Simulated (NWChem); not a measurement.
System: C4H9S, doublet; SMILES C[CH]SCC

```xyz
14

C      0.0242     2.7549     0.0712
C     -0.5402     1.3813     0.0029
S      0.5305     0.0277     0.0335
C     -0.6411    -1.3618     0.0452
C      0.1084    -2.6803     0.0224
H      0.3793     3.1271    -0.9108
H     -0.7349     3.4693     0.4271
H      0.8818     2.8058     0.7617
H     -1.5538     1.2136    -0.3758
H     -1.2689    -1.2751     0.9458
H     -1.2978    -1.2665    -0.8346
H     -0.5998    -3.5226     0.0305
H      0.7649    -2.7822     0.9000
H      0.7327    -2.7696    -0.8796
```
Atoms are numbered in this order, from 1.

Level: PBE0/def2-SVP, spin-unrestricted (NWChem), optimised geometry, unscaled harmonic frequencies. 

```tsv
frequency (cm⁻¹)	IR intensity (km/mol)
57	0.3
76	1.1
129	0.1
148	0.4
247	0.1
334	3.0
352	4.2
430	31.0
711	0.0
774	6.3
785	5.6
991	5.0
1004	6.0
1026	7.2
1033	0.5
1087	0.4
1136	1.4
1249	0.1
1270	48.8
1309	6.8
1389	2.7
1394	5.2
1441	9.4
1456	5.0
1461	10.2
1462	3.4
1475	4.1
2998	42.4
3061	18.1
3070	17.2
3091	14.6
3131	3.8
3142	8.5
3160	10.9
3162	15.7
3196	7.2
```

| Quantity | Value |
|---|---|
| zero-point energy | 74.6 kcal/mol |
| thermal correction to the enthalpy at 298.15 K (with zero-point energy) | 80.1 kcal/mol |
| heat capacity Cv | 25.4 cal/(mol K) |
| entropy at 298.15 K and 1 atm (symmetry number 1, electronic part: spin degeneracy alone) | 87.7 cal/(mol K) |
| dipole moment | 1.29 D |

Rigid rotor and harmonic oscillator; modes under 100 cm⁻¹ make the entropy uncertain.
